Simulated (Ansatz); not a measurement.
BClH (SMILES [BH]Cl) moved off its minimum; all values from Ansatz (an electronic-structure program), cores frozen in correlated methods. Open shells are unrestricted.
(charge 0, multiplicity 2)
```xyz
3

B     -1.1722     0.4412     0.0739
Cl     0.5279    -0.1406    -0.0049
H     -2.1194    -0.1749     0.0094
```

```
level                    largest force (eV/Å)  on atom  rms difference from CCSD(T)/aug-cc-pV(T+d)Z (eV/Å)  dipole (D)
-----------------------  --------------------  -------  --------------------------------------------------  ----------
HF/def2-TZVPP                            2.63       B1                                               0.128        1.02
PBE/def2-TZVPP                           3.12       B1                                               0.096        0.63
r2SCAN/def2-TZVPP                        3.01       B1                                               0.043        0.69
B3LYP/def2-TZVPP                         2.83       B1                                               0.046        0.70
wB97M-V/def2-TZVPP                       2.96       B1                                               0.096        0.70
MP2/aug-cc-pV(T+d)Z                      2.93       B1                                               0.061        0.78
CCSD(T)/aug-cc-pV(T+d)Z                  2.92       B1                                               0.000        0.74
```

The differences count from one level among others, with limits of its own. Forces at CCSD(T)/aug-cc-pV(T+d)Z (eV/Å):

| atom | Fx | Fy | Fz |
|---|---|---|---|
| B1 | 2.829 | 0.727 | 0.064 |
| Cl2 | -1.631 | 0.377 | 0.055 |
| H3 | -1.198 | -1.104 | -0.119 |
